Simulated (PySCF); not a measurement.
YOF, SMILES [Y](=[O])[F].

Coordinates come from a PBE0-D3(BJ)/def2-TZVP optimisation. The def2 effective core potentials stand for the cores of Y; spin–orbit coupling is left out.

The numbers are results of PySCF with PBE0/def2-TZVPD, not measurements.

Gas-phase values at a fixed geometry.

| Item | Result |
|---|---|
| total energy | -213.37749 hartree |
| point group | Cs |
| highest occupied level | -6.76 eV |
| lowest empty level | -2.37 eV |
| orbital gap | 4.38 eV |
| dipole moment | 7.73 D |
| quadrupole, principal values (traceless, Buckingham form, about the centre of nuclear charge) | -19.39, 7.22, 12.17 D·Å |
| mean static polarisability | 35.9 bohr³ (5.31 Å³) |
| polarisability, principal values | 25.4, 30.6, 51.6 bohr³ |
